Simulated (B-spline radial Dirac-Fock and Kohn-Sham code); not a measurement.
What relativity does to the binding energies of Tm²⁶⁺

System: Tm²⁶⁺, configuration 1s2 2s2 2p6 3s2 3p6 3d10 4s2 4p6 4d7.

Both columns are ΔSCF binding energies of the configuration average from a B-spline atomic structure program: non-relativistic Hartree-Fock with a point nucleus, and Dirac-Fock with a finite nucleus and the Coulomb interaction alone, averaged over the two j levels with weights 2j+1.

```csv
shell,Hartree-Fock (eV),Dirac-Fock (eV),shift (eV),shift (%)
1s,56400.7,60555.6,+4154.89,+7.37
2s,9968.0,11053.7,+1085.65,+10.89
2p,9540.4,9894.2,+353.83,+3.71
3s,2944.6,3210.0,+265.37,+9.01
3p,2751.1,2848.0,+96.93,+3.52
4s,1197.5,1275.1,+77.59,+6.48
4p,1112.2,1141.3,+29.09,+2.62
4d,965.3,963.2,-2.12,-0.22
```

Relativity binds 1s, 2s, 2p, 3s, 3p, 4s, 4p more strongly, among those listed most of all 2s in relative terms, and 4d more weakly, because the contracted s and p shells screen the nucleus better.

Values without a named source are computed, but for edge energies of neutral atoms, which are taken from tables.
